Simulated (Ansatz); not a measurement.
Basis sets compared for [ReOF4]- (ReOF4⁻). The state is a singlet with charge -1. Geometry PBE0-D4/def2-SVPD. Ansatz on 4 threads of Arm Neoverse V2 on a shared host; times are rough, and most runs start from earlier orbitals.

Cartesian coordinates in Å:
```
Re 0.057 0.164 0.058
O 0.573 1.657 0.585
F -1.773 -0.165 0.589
F 0.425 -1.197 1.381
F 1.456 -0.751 -0.912
F -0.737 0.293 -1.700
```

In the def2 sets Re takes a core potential; there is no spin–orbit coupling. At PBE-D4/def2-SVPD, PBE-D4/def2-TZVPD the highest occupied level of the charge -1 singlet lies above zero (up to 1.03 eV). By energy differences its removal costs 2.47 eV (vertical, to the charge 0 doublet, at PBE-D4/def2-TZVPD), and other spins of that charge weren't run; a positive level beside a positive removal energy at the same level points to self-interaction error.

```tsv
level	functions	energy (Eh)	HOMO (eV)	LUMO (eV)	wall time
PBE-D4/def2-SVPD	150	-552.4354	0.88	2.18	1.5 s
PBE0-D4/def2-SVPD	150	-552.3398	-1.03	2.99	2 s
```

Problem. Estimate the rows for PBE-D4/def2-TZVPD, PBE0-D4/def2-TZVPD.

Solution. 
```
             level  functions  energy (Eh)  HOMO (eV)  LUMO (eV)  wall time
 PBE-D4/def2-TZVPD        243    -552.9959       1.03       2.34      2.6 s
PBE0-D4/def2-TZVPD        243    -552.9045      -0.84       3.19      3.8 s
```
